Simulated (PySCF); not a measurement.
C₄H₄Cl₂, SMILES Cl/C=C\C=C/Cl. Heavy atoms are numbered as in [Cl:1]/[CH:2]=[CH:3]\[CH:4]=[CH:5]/[Cl:6]. Hydrogens are named by the atom that carries them.

The structure is a stationary point at PBE0-D3(BJ)/def2-SVP. Other conformers were not sampled.

Method: PBE0/pcSseg-1 (PySCF).

GIAO shieldings, no solvent; atoms alike by connectivity are averaged. δ = σ(ref) − σ: ³⁵Cl against HCl (σ = 945.9 ppm); ¹³C against TMS (σ = 186.3 ppm); ¹H against TMS (σ = 31.56 ppm), references at their B3LYP-D3(BJ)/def2-TZVP geometries, non-relativistic (without spin–orbit terms, shifts of atoms bonded to Cl or Br come out too high).

Computed chemical shifts:
```
nucleus    atoms  count  δ (ppm)
-------  -------  -----  -------
³⁵Cl         Cl1      2    199.8
¹³C      C2 (CH)      2    137.3
¹³C      C3 (CH)      2    132.3
¹H       H on C3      2     7.12
¹H       H on C2      2     6.42
```
